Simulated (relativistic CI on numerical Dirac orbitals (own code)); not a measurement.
## d6 in a ligand field

Computed with a parametric ligand-field model of a d^n configuration (Racah B and C, spin-orbit zeta, crystal field), exact diagonalisation.

Field parameters in Wybourne normalisation: Oh B⁴₀ = 21Dq, B⁴₄ = √(5/14) B⁴₀. The field is a parameter set, without covalency.

Q: Lowest levels for B = 330, C = 1370, ζ = 3750 cm⁻¹, Oh, 10Dq = 27700 cm⁻¹?

A: A1 0 (S 0.18), E 21470 (S 1.04), T1 22350 (S 0.89), T2 22380 (S 0.98), A1 27624 (S 1.03), T1 27764 (S 0.98), E 28722 (S 1.00), T2 29512 (S 1.02), T1 30126 (S 0.55) cm⁻¹, with S from ⟨S²⟩ = S(S + 1). The ground level has 0.12 electrons in the cubic e pair; its S is far from a half-integer, so spin-orbit coupling mixes spin states.

Q: Lowest levels for B = 850, C = 3530, ζ = 650 cm⁻¹, Oh, 10Dq = 11250 cm⁻¹?

A: T2 0 (S 2.00), E 276 (S 1.99), T1 311 (S 2.00), A1 669 (S 1.99), T1 747 (S 1.99), T2 794 (S 1.99), A1 6927 (S 0.32), E 8975 (S 1.00), T2 9045 (S 1.01) cm⁻¹, with S from ⟨S²⟩ = S(S + 1). The ground level has 2.00 electrons in the cubic e pair.

Q: Lowest levels for B = 570, C = 2540, ζ = 440 cm⁻¹, Oh, 10Dq = 22050 cm⁻¹?

A: A1 0 (S 0.01), E 14758 (S 1.00), T2 14773 (S 1.00), T1 15053 (S 1.01), A1 15236 (S 1.01), T1 18542 (S 0.99), E 18637 (S 1.01), T2 18938 (S 1.01), A2 19109 (S 1.00) cm⁻¹, with S from ⟨S²⟩ = S(S + 1). The ground level has 0.04 electrons in the cubic e pair.

Q: Lowest levels for B = 610, C = 2660, ζ = 3650 cm⁻¹, Oh, 10Dq = 21200 cm⁻¹?

A: A1 0 (S 0.35), E 11938 (S 1.20), T2 13139 (S 1.15), T1 13174 (S 1.19), A1 17595 (S 1.34), T1 18416 (S 1.21), T2 18756 (S 1.80), E 20252 (S 1.14), T1 22042 (S 1.35) cm⁻¹, with S from ⟨S²⟩ = S(S + 1). The ground level has 0.26 electrons in the cubic e pair; its S is far from a half-integer, so spin-orbit coupling mixes spin states.

Q: Lowest levels for B = 510, C = 2630, ζ = 490 cm⁻¹, Oh, 10Dq = 25300 cm⁻¹?

A: A1 0 (S 0.01), E 17731 (S 1.00), T2 17752 (S 1.00), T1 18057 (S 1.01), A1 18257 (S 1.01), T1 21266 (S 0.99), E 21361 (S 1.00), T2 21672 (S 1.00), A2 21840 (S 1.00) cm⁻¹, with S from ⟨S²⟩ = S(S + 1). The ground level has 0.03 electrons in the cubic e pair.
